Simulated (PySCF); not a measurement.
# Field gradients at the hydrogen positions

Compound: C8H10Si.
Structure used (PBE0-D3(BJ)/def2-SVP), in Å, numbered top down from 1:
```xyz
19
C8H10Si angstrom
C      4.3462   -0.7535   -1.9942
C      3.2667   -0.4352   -1.0818
C      2.3596   -0.1666   -0.3115
C      1.3396    0.1325    0.5483
C      0.4236    0.3957    1.3171
C     -0.6322    0.6944    2.2089
C     -1.8925    0.9794    1.8124
C     -2.3678    0.9867    0.4062
Si    -3.1147   -0.6945   -0.0713
H      3.9569   -1.0455   -2.9825
H      5.0138    0.1114   -2.1370
H      4.9545   -1.5889   -1.6118
H     -0.3974    0.6891    3.2788
H     -2.6333    1.1814    2.5936
H     -3.1435    1.7538    0.2493
H     -1.5393    1.1856   -0.2935
H     -4.2730   -1.0051    0.8224
H     -2.0860   -1.7651    0.0735
H     -3.5994   -0.6546   -1.4858
```

Level: PBE0/pcSseg-1 (PySCF, non-relativistic); Q(2H) = 0.00286 b; rigid geometry, the same for H and D, with no vibrational averaging.

**Question.** Rank these positions by the coupling χzz of a deuteron there, largest first.
A. H17 (Si–H hydrogen)
B. H14 (vinylic hydrogen)
C. H10 (methyl hydrogen)

**Answer.** B (201 kHz), C (193 kHz), A (94 kHz).

**Question.** What are Vzz, η and χzz (234.96 MHz × Q × Vzz) at all hydrogens?

**Answer.** 
```json
{"atom": "H10", "bonded to": "C1", "bond length (Å)": "1.102", "Vzz (au)": "0.2873", "η": "0.03", "χzz (kHz)": "193"}
{"atom": "H11", "bonded to": "C1", "bond length (Å)": "1.102", "Vzz (au)": "0.2871", "η": "0.03", "χzz (kHz)": "193"}
{"atom": "H12", "bonded to": "C1", "bond length (Å)": "1.102", "Vzz (au)": "0.2869", "η": "0.03", "χzz (kHz)": "193"}
{"atom": "H13", "bonded to": "C6", "bond length (Å)": "1.095", "Vzz (au)": "0.3002", "η": "0.09", "χzz (kHz)": "202"}
{"atom": "H14", "bonded to": "C7", "bond length (Å)": "1.095", "Vzz (au)": "0.2985", "η": "0.06", "χzz (kHz)": "201"}
{"atom": "H15", "bonded to": "C8", "bond length (Å)": "1.102", "Vzz (au)": "0.2920", "η": "0.04", "χzz (kHz)": "196"}
{"atom": "H16", "bonded to": "C8", "bond length (Å)": "1.103", "Vzz (au)": "0.2862", "η": "0.04", "χzz (kHz)": "192"}
{"atom": "H17", "bonded to": "Si9", "bond length (Å)": "1.496", "Vzz (au)": "0.1396", "η": "0.02", "χzz (kHz)": "94"}
{"atom": "H18", "bonded to": "Si9", "bond length (Å)": "1.492", "Vzz (au)": "0.1411", "η": "0.01", "χzz (kHz)": "95"}
{"atom": "H19", "bonded to": "Si9", "bond length (Å)": "1.496", "Vzz (au)": "0.1393", "η": "0.02", "χzz (kHz)": "94"}
```

**Question.** Average by the element that carries the hydrogen.

**Answer.** on C: 196 kHz over 7 positions, mean bond length 1.100 Å; on Si: 94 kHz over 3 positions, mean bond length 1.494 Å.

**Question.** Give the 2H NMR doublet splittings at H14 for a magnetic field along the z, y and x axes of the gradient: 3χ/2, 3χ(1 + η)/4, 3χ(1 − η)/4.

**Answer.** With |χ| = 200.6 kHz and η = 0.065: 301, 160 and 141 kHz, to first order and without motion.

The structure is a single PBE0-D3(BJ)/def2-SVP conformer in the gas phase; no vibrational or solvent corrections. With a basis this small, the couplings can be 20 % off.
